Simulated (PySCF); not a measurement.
Input of a run (PBE0-D3(BJ)/def2-SVP geometry optimisation, gas phase (PySCF 2.14.0)), started from a GFN2-xTB structure with every atom displaced at random (by about 0.01 Å):
```
{"job": {"xc": "PBE0", "basis": "def2-SVP", "d3": "d3bj", "grid": 1, "shake": 0.01, "kind": "geom"}, "charge": 0, "multiplicity": 1}
N     -2.357130    -1.841360    -1.611100
C     -1.710940    -1.172590    -0.955370
Si    -0.655790    -0.122710     0.157270
N     -0.773130     1.487800    -0.402750
C      1.175530    -0.618230    -0.150390
Se     2.429390     0.511460     0.883870
H     -1.007640    -0.446290     1.550250
H     -1.694880     1.930770    -0.457910
H     -0.090700     2.167980    -0.171880
H      1.461670    -0.459040    -1.169570
H      1.377200    -1.651870     0.125620
H      1.886110     0.185790     2.192940
```

Output (energies in Eh, forces in Eh/bohr):
```
step   0  E = -2879.24690508  max force = 0.035054
step   1  E = -2879.25113666  max force = 0.010859
step   2  E = -2879.25193740  max force = 0.004148
step   3  E = -2879.25212360  max force = 0.001248
step   4  E = -2879.25216188  max force = 0.000958
step   5  E = -2879.25220451  max force = 0.000802
step   6  E = -2879.25222451  max force = 0.000554
step   7  E = -2879.25223617  max force = 0.000243
optimisation converged
```

Problem. Summarise the run.

Solution. The energy falls by 0.145 eV over 8 energy and gradient evaluations, the largest force component goes from 0.0351 to 2.4e-04 Eh/bohr, and the atoms move by 0.052 Å rms after alignment. The bond that changes most is Si3–C5 (SiH silicon to sp3 carbon bound to silicon), which shortens by 0.051 Å. Bonds longer at the end by more than 0.005 Å: 8 of 11; shorter: 3. Among the angles that change most is N4–Si3–C5, from 104.8° to 109.2°. The energy never rose by more than 1e-6 Eh on the way. The first step brought 79 % of the lowering.

Problem. What are the final bond lengths?

Solution. N1≡C2 1.160 Å, C2–Si3 1.869 Å, Si3–N4 1.715 Å, Si3–C5 1.871 Å, C5–Se6 1.962 Å, Si3–H7 1.496 Å, N4–H8 1.013 Å, N4–H9 1.016 Å, C5–H10 1.101 Å, C5–H11 1.099 Å, Se6–H12 1.473 Å. Numbering counts from 1 in the input's order; the species is `N#C[Si@H](N)C[SeH]`.

The run used 136 basis functions and 57 SCF cycles in all.

Not checked by PBE0-D3(BJ)/def2-SVP frequencies. The numbers are those of one conformer.

The values belong to the conformer `[N:1]#[C:2][Si@H:3]([NH2:4])[CH2:5][SeH:6]`: C2–Si3–C5–Se6 175°, H–N4–Si3–C2 50°, H–N4–Si3–C2 -166°, H–Se6–C5–Si3 61°.
